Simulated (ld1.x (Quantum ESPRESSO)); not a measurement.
# Before and after: TM potential for tin (Sn)

```json
{
 "Element": "Sn",
 "Generator": "ld1.x (Quantum ESPRESSO) 7.5",
 "Type": "norm-conserving Troullier–Martins (Kleinman–Bylander form)",
 "Functional": "PBEsol",
 "Relativity": "fully relativistic",
 "Frozen core": "[Kr]",
 "Valence charge": "14",
 "Reference configuration": "4d10 5s1 5p0 (charge +3)",
 "Partial waves": "5s (bound): rc 1.50 bohr; 5p (bound, empty): rc 1.75 bohr; 4d (bound): rc 1.55 bohr",
 "Local potential": "all-electron potential smoothed inside 1.55 bohr (lloc = -2)",
 "Core correction": "none"
}
```

Open shells are filled in proportion to 2j + 1 (rel_dist='average').

Change: wave 5s (bound): rc 1.50 bohr becomes 5s (bound): rc 1.78 bohr.

Cutoffs: the cutoffs (Ry, on a coarse ladder) from which the occupation-weighted sum of valence levels, in a spherical-Bessel basis at the reference potential, stays within 10 and 1 mRy of its value at 400 Ry; they do not see the model core or the augmentation charge, which bear on the density cutoff. Errors are all-electron minus pseudo energies relative to the spin-unpolarised reference configuration.

Predict the effect on cutoff, ghosts and configuration errors.

The potential gets neither clearly harder nor softer (90 Ry and 140 Ry → 90 Ry and 140 Ry); both files keep a bound ghost (s); of the 7 tests that both files solve, the error grows in 1 and shrinks in 4 by more than 15 % and 0.3 meV (median size 127.6 → 123.6 meV).

```csv
quantity,base,changed
"cutoff, loose",90 Ry,90 Ry
"cutoff, tight",140 Ry,140 Ry
loose cutoff by channel (10 mRy a level),"s 35 Ry, d 70 Ry","s 12 Ry, d 70 Ry"
bound ghosts,s,s
"error for 4d10 5s2 5p2, meV [ΔE -51.91 eV]",+187,+148
"error for 4d10 5s2 5p1, meV [ΔE -45.00 eV]",+128,+94
"error for 4d10 5s2 5p0, meV [ΔE -31.01 eV]",+56,+35
"error for 4d10 5s1 5p3, meV [ΔE -44.92 eV]",+132,+124
"error for 4d9 5s2 5p2, meV [ΔE -19.28 eV]",-55,-189
"error for 4d10 5s0 5p4, meV [ΔE -37.71 eV]",+92,+105
"error for 4d10 5s2 5p2.3, meV [ΔE -52.77 eV]",+199,+159
```

 A true bound ghost makes a file unfit for plane-wave use even where its test errors are small: the radial tests pick states by their node count and pass the ghost by.
